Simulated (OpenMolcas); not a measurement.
**What dynamic correlation does to the levels of Ce3+**

| Quantity | Value |
| --- | --- |
| Program | OpenMolcas |
| Basis | ANO-RCC-VTZP [8s7p5d3f2g1h] |
| Scalar Hamiltonian | DKH2, point nucleus |
| Active space | 1 electron in 12 orbitals (RAS2 4f; RAS3 5d, at most 1 electron) |
| State averaging | 2S+1 = 2 odd, 7 roots; 2S+1 = 2 even, 5 roots |
| Spin-orbit coupling | RASSI with atomic mean-field integrals over the reference wave functions, term energies averaged over their components |

Methods on the same reference wave functions:
A. RASSCF
B. SS-RASPT2, IPEA 0.25 Eh, imaginary shift 0.1 Eh (closed shells correlated: 5s 5p)

Energies in cm⁻¹ above 4f ²F°_5/2, the measured ground level; measured values from Martin, Zalubas and Hagan, Atomic Energy Levels: The Rare-Earth Elements, NSRDS-NBS 60 (1978).

| Level | A | B | Measured |
| --- | --- | --- | --- |
| 4f ²F°_5/2 | 0.0 | 0.0 | 0.0 |
| 4f ²F°_7/2 | 2416 | 2420 | 2253 |
| 5d ²D_3/2 | 44493 | 44990 | 49737 |
| 5d ²D_5/2 | 46835 | 47330 | 52226 |

Deviations, from unrounded energies. A percentage is the sum of absolute deviations over the sum of measured energies, with the sign that they share, or ± where signs differ.

```
                  Against measurement  Levels      A     B
       mean absolute deviation (cm-1)       3   3600  3300
fine structure of the ground term (%)       1   +7.2  +7.2
             other configurations (%)       2  -10.4  -9.5
```

B lies closest to measurement on these levels. The largest miss of B in the table is 5d ²D_5/2, by -4900 cm-1. The ranking rests on the paired levels alone, and a cruder setting can come out closer through cancelling errors.

The lowest spin-free term lies below A's lowest term by 0.212 hartree in B.

CASPT2 breaks the degeneracy within a term, and the mean is taken; among the terms shown or strongly mixed into the levels shown the widest spread is 250 cm-1 (4f ²F°, B). With one active electron the reference holds no correlation, so core polarisation is missing (holds for A). With one active electron, CASPT2 adds the correlation within the correlated inactive shells and between them and that electron, and leaves the splitting within a term as the reference gives it (holds for B). Computed and measured levels are paired by configuration, term and J; levels that our copy of the source lacks, or whose pairing is in doubt (as where it misses far off the trend of its configuration), stay unpaired and out of the deviations. Levels of configurations outside the active space are missing.

° marks odd parity.
